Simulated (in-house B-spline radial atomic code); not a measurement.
**Binding energies in neutral cobalt**

NIST's tabulated ground configuration is [Ar] 3d7 4s2; each binding energy is the energy of the ion with one electron taken from that subshell, relaxed, less that of the parent. Method: Dirac-Hartree-Fock, average of configuration, Fermi nucleus of rms radius 3.7875 fm. Calculated with an all-electron radial atomic-structure program (B-spline basis). Energies include first-order Breit, QED and recoil terms.

```csv
subshell,X-ray name,binding energy (eV),-ε (eV),relaxation (eV)
1s,K,7722.5,7780.6,45.3
2s,L1,942.8,965.9,22.1
2p1/2,L2,808.6,833.4,23.8
2p3/2,L3,794.1,818.4,23.6
3s,M1,119.5,126.1,6.5
3p1/2,M2,77.66,83.96,6.22
3p3/2,M3,75.85,81.98,6.09
3d,"M4,5",12.57,17.35,4.79
4s,N1,7.11,7.42,0.30
```

Relaxation = -ε minus the binding energy without Breit, QED and recoil terms.

Emission lines follow as differences of binding energies, with λ = 12398.42 eV·Å / E:

```csv
line,holes,energy (eV),wavelength (Å)
K-L3,1s → 2p3/2,6928.4,1.7895
K-L2,1s → 2p1/2,6913.9,1.7933
K-M3,1s → 3p3/2,7646.6,1.6214
L1-M3,2s → 3p3/2,866.9,14.301
L3-M1,2p3/2 → 3s,674.6,18.379
```

Problem. What screening constant σ does Moseley's law, E = (3/4)·13.6057 eV·(Z - σ)², need for K-L3?

Solution. σ = 0.94.

Problem. What does it cost to remove both a 2p1/2 and a 4s electron?

Solution. 825.45 eV, which is 9.714 eV more than the two single binding energies together.

Problem. What does it cost to remove both a 3d and a 4s electron?

Solution. 29.26 eV, which is 9.575 eV more than the two single binding energies together.

Problem. What does it cost to remove both a 1s and a 3p1/2 electron?

Solution. 7824.5 eV, which is 24.38 eV more than the two single binding energies together.
